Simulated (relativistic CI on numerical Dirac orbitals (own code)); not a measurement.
## How well does a small relativistic CI reproduce Cr4+?

Method of calculation: Dirac-Coulomb-Breit CI, separate exchange-only KLI orbitals for each configuration, QED by a radiative potential, valence Slater integrals scaled by 0.85, configuration energies shifted to the measured levels that pair with them (semi-empirical) (own radial code, finite nucleus).

CI space (outside the closed core [Ne]): 3s²3p⁶3d², 3s²3p⁶3d4s, 3s²3p⁶3d4p, 3s²3p⁶3d4d, 3s²3p⁶3d5s, 3s²3p⁵3d³, 3s²3p⁴3d⁴, 3s²3p⁶3d4f, 3s²3p⁶3d5p, 3s²3p⁶4s², 3s3p⁶3d³, 3s²3p⁶3d5d, 3s²3p⁶4s4p, 3s²3p⁶3d5f, 3s²3p⁶3d5g, 3s²3p⁶4p², 3s²3p⁶4s4d, 3s²3p⁵3d²4s, 3s²3p⁶4p4d, 3s²3p⁵3d²4p, 3p⁶3d⁴. Levels of other configurations are missing.

| Configuration | Term (tabulated) | J | Measured (cm⁻¹) | Computed | Error | Purity (%) |
| --- | --- | --- | --- | --- | --- | --- |
| 3s²3p⁶3d² | 3F | 2 | 0.0 | 0 | 0 | 98 |
| 3s²3p⁶3d² | 3F | 3 | 508.2 | 488 | -20 | 98 |
| 3s²3p⁶3d² | 3F | 4 | 1141.7 | 1096 | -46 | 98 |
| 3s²3p⁶3d² | 1D | 2 | 13188.0 | 12113 | -1075 | 95 |
| 3s²3p⁶3d² | 3P | 0 | 15491.8 | 14378 | -1114 | 98 |
| 3s²3p⁶3d² | 3P | 1 | 15676.6 | 14554 | -1122 | 98 |
| 3s²3p⁶3d² | 3P | 2 | 16041.0 | 14902 | -1139 | 95 |
| 3s²3p⁶3d² | 1G | 4 | 22019.2 | 21542 | -477 | 98 |
| 3s²3p⁶3d² | 1S | 0 | 51146.4 | 45342 | -5804 | 97 |
| 3s²3p⁶3d4s | 3D | 1 | 167176.4 | 167181 | 4 | 99 |
| 3s²3p⁶3d4s | 3D | 2 | 167491.0 | 167487 | -4 | 98 |
| 3s²3p⁶3d4s | 3D | 3 | 168089.5 | 168061 | -28 | 99 |
| 3s²3p⁶3d4s | 1D | 2 | 171698.1 | 171726 | 28 | 98 |
| 3s²3p⁶3d4p | 1D° | 2 | 226119.8 | 226552 | 432 | 94 |
| 3s²3p⁶3d4p | 3D° | 1 | 228001.8 | 227998 | -4 | 99 |
| 3s²3p⁶3d4p | 3D° | 2 | 228489.1 | 228480 | -9 | 96 |
| 3s²3p⁶3d4p | 3D° | 3 | 229120.8 | 229094 | -27 | 96 |
| 3s²3p⁶3d4p | 3F° | 2 | 229551.7 | 229896 | 345 | 94 |
| 3s²3p⁶3d4p | 3F° | 3 | 230316.3 | 230621 | 305 | 96 |
| 3s²3p⁶3d4p | 3F° | 4 | 231392.9 | 231673 | 280 | 100 |
| 3s²3p⁶3d4p | 3P° | 1 | 234618.4 | 234617 | -1 | 97 |
| 3s²3p⁶3d4p | 3P° | 0 | 234668.5 | 234670 | 1 | 100 |
| 3s²3p⁶3d4p | 3P° | 2 | 234846.4 | 234843 | -4 | 99 |
| 3s²3p⁶3d4p | 1F° | 3 | 237529.5 | 237606 | 76 | 99 |
| 3s²3p⁶3d4p | 1P° | 1 | 239917.5 | 239438 | -479 | 97 |
| 3s²3p⁶3d4d | 1F | 3 | 316674.9 | 316675 | 0 | 96 |
| 3s²3p⁶3d4d | 3D | 1 | 317893.8 | 317717 | -176 | 93 |
| 3s²3p⁶3d4d | 3D | 2 | 318227.6 | 318025 | -203 | 99 |
| 3s²3p⁶3d4d | 3D | 3 | 318601.7 | 318392 | -210 | 96 |
| 3s²3p⁶3d4d | 3G | 3 | 319119.1 | 319016 | -103 | 98 |
| 3s²3p⁶3d4d | 1P | 1 | 319284.0 | 319253 | -31 | 92 |
| 3s²3p⁶3d4d | 3G | 4 | 319516.8 | 319403 | -113 | 99 |
| 3s²3p⁶3d4d | 3G | 5 | 320074.4 | 319946 | -128 | 100 |
| 3s²3p⁶3d4d | 3S | 1 | 322528.1 | 322196 | -332 | 99 |
| 3s²3p⁶3d4d | 3F | 2 | 325104.1 | 325587 | 483 | 99 |
| 3s²3p⁶3d4d | 3F | 3 | 325472.5 | 325946 | 474 | 99 |
| 3s²3p⁶3d4d | 3F | 4 | 325884.2 | 326349 | 465 | 99 |
| 3s²3p⁶3d4d | 1D | 2 | 329350.3 | 329422 | 72 | 91 |
| 3s²3p⁶3d4d | 3P | 0 | 330084.8 | 330201 | 116 | 99 |
| 3s²3p⁶3d4d | 3P | 1 | 330245.1 | 330356 | 111 | 99 |
| 3s²3p⁶3d4d | 3P | 2 | 330536.8 | 330635 | 98 | 92 |
| 3s²3p⁶3d4d | 1G | 4 | 331811.2 | 332019 | 208 | 99 |
| 3s²3p⁶3d5s | 3D | 1 | 356744.8 | 356743 | -2 | 100 |
| 3s²3p⁶3d5s | 3D | 2 | 356981.3 | 356983 | 2 | 93 |
| 3s²3p⁶3d5s | 3D | 3 | 357675.9 | 357639 | -37 | 100 |
| 3s²3p⁶3d5s | 1D | 2 | 358653.8 | 358729 | 75 | 93 |

Measured levels from Sugar and Corliss, J. Phys. Chem. Ref. Data 6, 317 (1977); pairs were made by configuration, J and term (by order where the table uses no LS term), so strongly mixed levels may be paired wrongly. Some J values or terms of the table were assigned by a fit.

Mean error by configuration (cm⁻¹): 3s²3p⁶3d² -1350; 3s²3p⁶3d4s 0; 3s²3p⁶3d4p 76; 3s²3p⁶3d4d 43; 3s²3p⁶3d5s 10. Over the excited levels the mean absolute error is 361 cm⁻¹ (45 of the 45 excited levels that our extract of the source holds in range could be paired), and the median relative error of those above 1,000 cm⁻¹ is 0.035 %, both after the shifts were fitted to these levels, so that a configuration with one level shows no error.

Configurations whose levels could be paired with our table of measured levels were shifted onto them, all but the ground configuration, by the median error of their levels; single terms can still be off by 1,000 to 2,000 cm⁻¹ or more, and rates follow the energies as ν³ (E1, M1) or ν⁵ (E2). The others borrow a shift and can be off by several thousand cm⁻¹ or more. 45 of the 45 excited levels that our extract of the measured tables holds in this range could be paired (the sources list more); they are missed by 361 cm⁻¹ on average and 5804 at most, after the shifts were fitted to these levels, and levels without a partner can miss by more.

Shifts applied (cm⁻¹): 3s²3p⁶3d² 0; 3s²3p⁶3d4s -17629; 3s²3p⁶3d4p -18738; 3s²3p⁶3d4d -17901; 3s²3p⁶3d5s -16954.
